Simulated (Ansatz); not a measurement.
Ideal-gas functions of CH5SbSe, SMILES `[CH3][SbH][SeH]` at 500 K and 1 bar, from an Ansatz frequency run at PBE0-D4/def2-TZVP.

Molar mass 217.77 g/mol, point group C1 (symmetry number 1), electronic degeneracy 1, moments of inertia 70.036, 354.755, 412.46 u Å². Harmonic wavenumbers (cm⁻¹, unscaled): 106, 126, 148, 237, 515, 537, 582, 704, 778, 851, 1232, 1446, 1451, 1950, 2446, 3065, 3162, 3182.

Use S(trans) = R[1.5 ln M + 2.5 ln T − 1.1517]; rotational temperatures θ = 24.2544 K / I; S(rot) = R[ln(√π/σ · √(T³/θAθBθC)) + 1.5]; for each mode x = 1.438777 ν̃/T, S = R[x/(eˣ − 1) − ln(1 − e⁻ˣ)] and H = RT x/(eˣ − 1); 1 cm⁻¹ = 0.0119627 kJ/mol; R = 8.31446 J/(mol·K).

Task: By hand: the entropy, in J/(mol·K).

Result: Translation 186.7. Rotation: θ = 0.3463, 0.0684, 0.0588 K, giving 122.1. Vibration, mode by mode: 18.22, 16.80, 15.47, 11.66, 5.77, 5.48, 4.94, 3.73, 3.16, 2.68, 1.12, 0.68, 0.67, 0.20, 0.06, 0.01, 0.01, 0.01, in all 90.7. Electronic 0.0. Sum 399.5 J/(mol·K).

Task: By hand: H − E and G − E in kJ/mol, counted from the electronic energy.

Result: Zero-point energy ½ × 22518 × 0.0119627 = 134.7; thermal vibration 22.9; translation, rotation and pV give 4 RT = 16.6. H − E = 174.2 kJ/mol, and G − E = 174.2 − 500 × 399.5/1000 = -25.6 kJ/mol.

Vibration gives 23 % of the entropy, 50.5 J/(mol·K) of it from the modes under 150 cm⁻¹: soft modes count most, and the harmonic formula is weakest for them. The sum counts one conformer and one mirror image; others add a mixing term.
